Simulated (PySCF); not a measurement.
**Radial density of Sr⁺ (strontium, charge +1)**

r2SCANh, [Kr] 5s1, 2S determinant. Calculation: PySCF 2.14, in dyall-av2z; no relativity, point nucleus.

```
r (bohr)  4πr²ρ (e/bohr)  4πr²(ρα − ρβ)
0.000751          0.2547         0.0000
 0.00126          0.6932         0.0001
 0.00212           1.837         0.0002
 0.00357           4.655         0.0005
 0.00601           10.95         0.0012
  0.0101           22.71         0.0025
  0.0170           38.32         0.0038
  0.0286           46.82         0.0030
  0.0481           40.61        -0.0002
  0.0809           45.32         0.0044
   0.136           56.30         0.0096
   0.229           34.86         0.0001
   0.385           41.26         0.0245
   0.648           20.62         0.0028
    1.09           7.547         0.0708
    1.83           4.021        -0.0012
    3.08          0.6020         0.3104
    5.19          0.1657         0.1644
    8.72        0.003386         0.0034
```

A non-relativistic calculation at this Z misses sizeable relativistic shifts.
